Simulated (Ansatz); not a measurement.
Molecule: BN, charge 0, multiplicity 3. 
Coordinates optimised at B3LYP-D3(BJ)/def2-TZVP (Ansatz, a quantum-chemistry and plane-wave program):
SMILES: B#N
```xyz
2

B      0.0000     0.0000    -0.7688
N      0.0000     0.0000     0.5492
```
Charge 0, spin multiplicity 3.

Quantity: vertical ionisation energy (to the quartet state of charge +1; each state is the SCF solution reached for its spin), in eV. Cores are frozen in the correlated levels unless marked. UHF or UKS for open shells. Spin-orbit coupling is left out. No relativistic terms. CBS marks a two-point X^-3 extrapolation of the correlation energy; Hartree-Fock from the larger set.

| level | program | vertical ionisation energy (eV) |
|---|---|---|
| SVWN5/def2-TZVPD | Ansatz | 12.02 |
| BHLYP/def2-TZVPD | Ansatz | 11.24 |

**Question.** Estimate the value at CCSD(T)/CBS(aug-cc-pVTZ,aug-cc-pVQZ) as computed with Ansatz.

**Answer.** 11.68 eV
